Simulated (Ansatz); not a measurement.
The same redistribution along the group Ti, Zr, Hf.

Gas-phase electronic energies from Ansatz, PBE0-D4/def2-TZVP geometries. CBS: MP2 limit from def2 TZ/QZ plus the TZ coupled-cluster correction, frozen cores. DFT in def2-TZVPP. def2 core potentials past Kr. For Hf, Se, Ti, Zr outer-core shells are correlated without core-valence functions, which leaves a few kJ/mol of doubt a bond. Scalar relativity is left out up to krypton. One conformer a species, not always the lowest.

| reaction | CCSD(T)/CBS(def2) (kJ/mol) |
| --- | --- |
| `[F][Ti]([F])([F])[SeH]` + `FBN[SiH3]` → `[SiH3]NB[SeH]` + `[F][Ti]([F])([F])[F]` | ? |
| `[F][Zr]([F])([F])[SeH]` + `FBN[SiH3]` → `[SiH3]NB[SeH]` + `[F][Zr]([F])([F])[F]` | -8 |
| `[F][Hf]([F])([F])[SeH]` + `FBN[SiH3]` → `[SiH3]NB[SeH]` + `[F][Hf]([F])([F])[F]` | -7 |

**Question.** Fill in the missing values. (Estimate.)

**Answer.** The calculation gave: `[F][Ti]([F])([F])[SeH]` + `FBN[SiH3]` → `[SiH3]NB[SeH]` + `[F][Ti]([F])([F])[F]`: +5.2 kJ/mol.

Largest T1 diagnostic: 0.023, for `[F][Ti]([F])([F])[F]`.
